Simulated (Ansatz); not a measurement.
Calculated with Ansatz (gas phase, PBE0-D4/def2-TZVP geometries, no zero-point term in ΔE). CCSD(T)/CBS is the MP2 limit (def2-TZVPP, def2-QZVPP) plus CCSD(T) − MP2 in def2-TZVPP, frozen cores. Functionals use def2-TZVPP. HSE06 is defined as in plane-wave codes. def2 core potentials past Kr. For Br, Se, Sn outer-core shells are correlated without core-valence functions, which leaves a few kJ/mol of doubt a bond. Scalar relativity is left out up to krypton. Each species was taken in one conformer, which may not be the lowest.

`C[Se][SnH2][Cl]` + HBr → `[Cl][SnH2][Br]` + `C[SeH]`  (ligand exchange at the Sn–Se bond)

```tsv
level	ΔE (kcal/mol)	difference from CCSD(T)/CBS
revPBE-D4	-4.0	0.7
BLYP-D4	-4.4	0.3
r2SCAN0-D4	-5.7	-1.0
HSE06-D4	-5.0	-0.3
BLYP	-6.4	-1.7
HSE06	-5.9	-1.2
BHLYP	-7.6	-2.9
CAM-B3LYP	-6.9	-2.2
RPA@PBE/def2-TZVPP	-4.9	-0.2
MP2/def2-SVP	-5.3	-0.6
MP2/def2-TZVPP	-4.2	0.5
SCS-MP2/def2-TZVPP	-5.2	-0.5
MP2/def2-QZVPP	-4.2	0.5
SCS-MP2/def2-QZVPP	-5.2	-0.5
HF/CBS(def2)	-9.7	-5.0
CCSD/CBS(def2)	-5.4	-0.7
CCSD(T)/CBS	-4.7	0
```

Largest T1 diagnostic among the species: 0.011.

From BLYP to BHLYP (50 % exact exchange), in def2-TZVPP and without D4, ΔE moves by −1.2 kcal/mol. The D4 term adds +1.7 kcal/mol with B3LYP and +1.0 kcal/mol with PBE0; it sums over pairs of atoms, weighted by their polarisabilities, and B3LYP, whose exchange is more repulsive, gets the larger term.

B3LYP here is the variant with VWN-RPA as its local correlation; programs differ in this.
